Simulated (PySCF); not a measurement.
**Computed vibrations of [Eu(H2O)3]3+**

[Eu(H2O)3]3+ (singlet in the valence; each metal's 4f electrons, 6 of them, lie in its core potential, out of spins and levels). PySCF 2.14.0, RKS PBE0, Eu lcecp-1-SVP with ECP52, O def2-SVP, H def2-SVP; non-relativistic Hamiltonian with scalar-relativistic core potentials where named; density fitting; no spin-orbit coupling. Central differences of gradients.

```xyz
10

Eu    0.0000    0.0000    0.0000
O     2.3045    0.0000    0.0000
H     2.9218    0.0000    0.7707
H     2.9218    0.0000   -0.7707
O    -1.1522    1.9958    0.0000
H    -1.4609    2.5303    0.7707
H    -1.4609    2.5303   -0.7707
O    -1.1523   -1.9958    0.0000
H    -1.4609   -2.5303    0.7707
H    -1.4609   -2.5303   -0.7707
```

Run from Python with OMP_NUM_THREADS=2. Where DIIS fails, smearing, a level shift and second-order steps follow.
It took 2.8 min on 2 threads of Intel(R) Xeon(R) Processor @ 2.50GHz (Skylake/Cascade Lake), on a shared host.

**Question.** What are the harmonic wavenumbers and infrared intensities?

**Answer.** Modes are labelled in D3h; negative numbers are unstable modes, those under 60 cm⁻¹ near the noise; a finer grid moves soft modes by up to 10 cm⁻¹.
```tsv
cm⁻¹	km/mol	symmetry
-200	–	a1''
-180	–	e''
-180	–	e''
-50	–	a2''
52	4.7	e'
52	4.7	e'
396	0.0	a1'
402	29.4	e'
402	29.4	e'
622	0.0	e''
622	0.0	e''
639	274.8	a2''
642	0.0	a2'
671	579.5	e'
671	579.5	e'
1674	210.6	e'
1674	210.6	e'
1678	0.0	a1'
3578	848.2	e'
3578	848.2	e'
3597	0.0	a1'
3612	0.0	e''
3612	0.0	e''
3615	1300.6	a2''
```

**Question.** Is this a minimum?

**Answer.** No: 4 unstable; the lowest moves the atoms so:
```
Eu   0.00  0.00  0.00
O    0.00  0.00  0.00
H    0.00  0.41  0.00
H    0.00 -0.41  0.00
O    0.00  0.00  0.00
H   -0.35 -0.20  0.00
H    0.35  0.20  0.00
O    0.00  0.00  0.00
H    0.35 -0.20  0.00
H   -0.35  0.20  0.00
```

An lcecp potential fixes the number of 4f electrons, so in runs with it no electron can move into or out of that shell.
